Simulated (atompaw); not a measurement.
Be (Z = 4): PAW (atompaw) pseudisation with LDA (PW92), scalar-relativistic reference atom.

atompaw 4.2.0.5 input, output lines left out:

```
Be 4
LDA-PW scalarrelativistic loggrid 1500 logderivrange -3 5 201
2 2 0 0 0 0
2 0 1
2 1 0
0 0 0
c
v
v
1
2.35 1.75 1.85 1.35
y
-0.4
n
y
4.4
n
custom polynom gramschmidtortho sinc
2 0 troulliermartins
2.35
2.05
2.35
2.35
```

**Question.** Estimate the cutoffs (Ry, on a coarse ladder) from which the occupation-weighted sum of valence levels, in a spherical-Bessel basis at the reference potential, stays within 10 and 1 mRy of its value at 400 Ry.

**Answer.** 6 Ry and 6 Ry.

**Question.** What does a ghost test show?

**Answer.** No extra level below or beside the all-electron valence levels (s, p, d, f tested).

**Question.** Is the overlap operator S = 1 + Σ q|β⟩⟨β| positive definite (Bessel basis up to 400 Ry)?

**Answer.** Yes: its lowest eigenvalue is 0.81 (s channel).
